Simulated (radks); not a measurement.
The nuclear charge of the niobium ion Nb2+ is varied continuously with 39 electrons held in [Kr] 4d3. All-electron calculation, scalar-relativistic Kohn-Sham, PBEsol, spin-polarised, spherical densities, point nucleus; open shells are filled with parallel spins first (spin-orbit coupling, left out, can overturn this in heavy ions). Program: a radial shooting solver on a logarithmic mesh with Libxc functionals. By the Hellmann-Feynman theorem dE/dZ = E(electron-nucleus)/Z, the electronic potential at the nucleus. The scalar-relativistic energy here is not variational (the density holds large components alone), so the two differ by a part that grows with Z.

Z     E (hartree)  E(electron-nucleus)/Z (hartree)  HOMO  e(HOMO) (eV)  <r> HOMO (bohr)
40    -3596.25966                         -216.407    4d        -8.823            2.242
40.5  -3705.60903                         -220.073    4d       -14.007            2.010
41    -3816.79995                         -223.733    4d       -19.972            1.840
41.5  -3929.83122                         -227.391    4d       -26.629            1.708
42    -4044.70309                         -231.051    4d       -33.919            1.601

The central difference of E at Z = 41 is -224.222 hartree, to compare with the third column; the second derivative is -7.36 hartree.
